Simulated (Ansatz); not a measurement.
Ansatz (a quantum-chemistry and plane-wave program) input (B3LYP/LANL2DZ): The .json file is the Basis Set Exchange's LANL2DZ.

Ansatz 0.2 input:
```yaml
crystal:
  periodic: [false, false, false]
  atoms:
    - {symbol: B, position_ang: [0.77817726, -0.09474492, -0.01515003]}
    - {symbol: N, position_ang: [-0.52344474, 0.06373063, 0.01019074]}
    - {symbol: H, position_ang: [1.93787378, -0.23594071, -0.03772771]}
    - {symbol: H, position_ang: [-0.97808876, 0.97067254, 0.12878220]}
    - {symbol: H, position_ang: [-1.18655813, -0.70712167, -0.08663953]}
basis:
  gaussian:
    orbitals: LANL2DZ.json
hamiltonian:
  xc: {name: B3LYP}
total_charge: 1
relax: {f_tol: 0.003, max_steps: 120}
```

From the last part of the output:

```
these checks for a lower state are left out or cut short: starts, cluster_reference, orbital_swaps, neighbouring_geometries, increment
integrals: 0.00 GiB planned
352 factors; integrals over basis functions are off by at most 2.1e-4 eV
mean field: 0.06 GiB planned
mean field -2206.91796665 eV, -81.1027393715 hartree, gradient 1.1e-5 eV, S^2 0.000000; 0 other end points of the search recorded, 0 dependent functions left out
the calculation of the forces begins
reference -2206.91811741 eV, -81.1027449120 hartree; 7, 7 occupied and 17, 17 virtual orbitals, 352 factors
relax step   3: F+E_penalty+E_count = -2206.91796665 eV  Δ(F+E_penalty+E_count) = -6.581e-4 eV  max|allowed force component| = 5.361e-3 eV/Å  Δτ_max = 0.0032 Å  (20 SCF iters, accepted)
these checks for a lower state are left out or cut short: starts, cluster_reference, orbital_swaps, neighbouring_geometries, increment
integrals: 0.00 GiB planned
352 factors; integrals over basis functions are off by at most 2.1e-4 eV
mean field: 0.06 GiB planned
mean field evaluation 32: about -2206.9180 eV, gradient 7.0e-3 eV
mean field -2206.91796936 eV, -81.1027394711 hartree, gradient 1.1e-5 eV, S^2 0.000000; 0 other end points of the search recorded, 0 dependent functions left out
the calculation of the forces begins
reference -2206.91812012 eV, -81.1027450115 hartree; 7, 7 occupied and 17, 17 virtual orbitals, 352 factors
relax step   4: F+E_penalty+E_count = -2206.91796936 eV  Δ(F+E_penalty+E_count) = -2.710e-6 eV  max|allowed force component| = 2.612e-3 eV/Å  Δτ_max = 0.0003 Å  (15 SCF iters, accepted)
integrals: 0.00 GiB planned
352 factors; integrals over basis functions are off by at most 2.1e-4 eV
mean field: 0.06 GiB planned
mean field -2206.91796936 eV, -81.1027394711 hartree, gradient 1.1e-5 eV, S^2 0.000000; 1 other end points of the search recorded, 0 dependent functions left out
the calculation of the forces begins
reference -2206.91812012 eV, -81.1027450115 hartree; 7, 7 occupied and 17, 17 virtual orbitals, 352 factors
Total energy: -2206.91812012 eV, -81.1027450115 hartree
Atom 0 at     0.793637    -0.096627    -0.015452 Å, force     0.001197    -0.000144    -0.000036 eV/Å
Atom 1 at    -0.528489     0.064345     0.010284 Å, force     0.001584    -0.000200     0.000025 eV/Å
Atom 2 at     1.950296    -0.237453    -0.037968 Å, force     0.002435    -0.000296    -0.000050 eV/Å
Atom 3 at    -0.989277     0.973913     0.129244 Å, force    -0.002604     0.000354     0.000035 eV/Å
Atom 4 at    -1.198206    -0.707582    -0.086652 Å, force    -0.002612     0.000287     0.000026 eV/Å
Dipole moment:     0.077153    -0.009394    -0.001495 e Å
```

The dipole moment of an ion depends on the origin.
